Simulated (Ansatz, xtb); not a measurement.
**Two isomers of C2H5ClO2Si**

Structure X: `C[Si@H](Cl)OC=O`, a singlet. Structure Y: `Cl[SiH]1OCCO1`, a singlet. Both are isolated molecules in the gas phase, relaxed with B3LYP/def2-SVP; the shapes shown needn't be the lowest conformers.

X (Å):

```xyz
11

C    -2.0261   -1.5182   -0.0959
C     0.4202    0.7926    0.8489
Cl   -2.6149    0.8910   -2.1646
O    -0.3298    0.8896   -0.2540
O     0.0602    0.2880    1.8800
Si   -1.9568    0.3298   -0.2826
H    -1.6410   -1.8027    0.8956
H    -1.4156   -2.0091   -0.8701
H    -3.0627   -1.8780   -0.1931
H    -2.7350    1.0886    0.7216
H     1.4234    1.2411    0.6869
```

Y (Å):

```xyz
11

C    -0.3776    0.3215    0.5838
C     1.0506    0.9140    0.5911
Cl    0.1865   -0.2216   -3.2368
O    -0.3405   -0.8602   -0.2203
O     1.6616    0.5809   -0.6576
Si    0.8754   -0.7157   -1.3539
H     1.6690   -1.9498   -1.4815
H    -0.7158    0.0584    1.5981
H    -1.1001    1.0394    0.1543
H     1.0345    2.0091    0.7096
H     1.6503    0.4872    1.4156
```

Q: Which of the two would you expect CCSD(T)/def2-SVP + ΔMP2/def2-TZVPP electronic energies to favour?

A: Not settled: CCSD(T)/def2-SVP + ΔMP2/def2-TZVPP gives E(Y) − E(X) = −0.275 eV, but this leans on the basis-set step: CCSD(T) alone gives +0.021 eV.

Level by level:

| level | geometry | E(Y) − E(X) (eV) | departure from the last row (eV) | job, with rough time for the two |
| --- | --- | --- | --- | --- |
| GFN2-xTB | GFN2-xTB | −1.314 | −1.039 | optimisation, 0.18 s |
| HF/STO-3G | GFN2-xTB | −0.854 | −0.579 | single point, 0.4 s |
| r2SCAN-D4/def2-SVP | GFN2-xTB | +0.065 | +0.340 | single point, 2.9 s |
| B3LYP/def2-SVP | B3LYP/def2-SVP | +0.036 | +0.311 | optimisation, 36 s |
| HF/def2-SVP | B3LYP/def2-SVP | −0.007 | +0.268 | part of the CCSD(T) run |
| MP2/def2-SVP | B3LYP/def2-SVP | +0.031 | +0.306 | part of the CCSD(T) run |
| CCSD(T)/def2-SVP | B3LYP/def2-SVP | +0.021 | +0.296 | single point |
| CCSD(T)/def2-SVP + ΔMP2/def2-TZVPP | B3LYP/def2-SVP | −0.275 |  | single point, 32 s |

As drawn, Y has 1 O–Si, 1 C–O, 1 C–C in place of 1 C–Si, 1 C=O. Structure X has no ring, Y a 5-membered ring.

r2SCAN-D4/def2-SVP, B3LYP/def2-SVP, MP2/def2-SVP put the two in the other order. HF/def2-SVP, CCSD(T)/def2-SVP find them nearly level. The largest departure from CCSD(T)/def2-SVP + ΔMP2/def2-TZVPP is that of GFN2-xTB, 1.039 eV. The last row adds to CCSD(T) the change of the MP2 difference between the two basis sets, here −0.296 eV, a large step that makes the value less sure.

With thermal terms from frequencies at re-optimised GFN2-xTB minima (ideal gas, soft modes damped towards free rotors, one conformer each, 298.15 K, 1 atm): on the last row, ΔE + ΔZPE = −0.150, ΔH = −0.197, ΔG = −0.093 eV.

The correlated steps freeze 14 core orbitals. Mirror images aren't counted in ΔG. Run with Ansatz 0.2.0, xtb 6.7.1; the last row on 2 threads of AMD EPYC 9R14 (Zen 4) on a shared host.
